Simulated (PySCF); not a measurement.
Si(F)2(OH)(SeH) (F2H2OSeSi), SMILES O[Si](F)(F)[SeH]. The structure is a stationary point at PBE0-D3(BJ)/def2-SVP. The structure was generated by enumeration, and PubChem lists no compound with its InChIKey, so it may never have been made. The values are those of a single conformer.

Computed equilibrium geometry at PBE0-D3(BJ)/def2-SVP (PySCF confirms it by a frequency run) as bond lengths and angles (one conformer of several):
Atoms: O1 Si2 F3 F4 Se5 H6 H7. Bonded distances (Å): O1–Si2 1.633, O1–H6 0.962, Si2–F3 1.607, Si2–F4 1.602, Si2–Se5 2.247, Se5–H7 1.472. Bond angles (°): Si2–O1–H6 117.4, O1–Si2–F3 112.0, O1–Si2–F4 104.9, O1–Si2–Se5 114.8, F3–Si2–F4 107.3, F3–Si2–Se5 104.8, F4–Si2–Se5 113.0, Si2–Se5–H7 91.4.
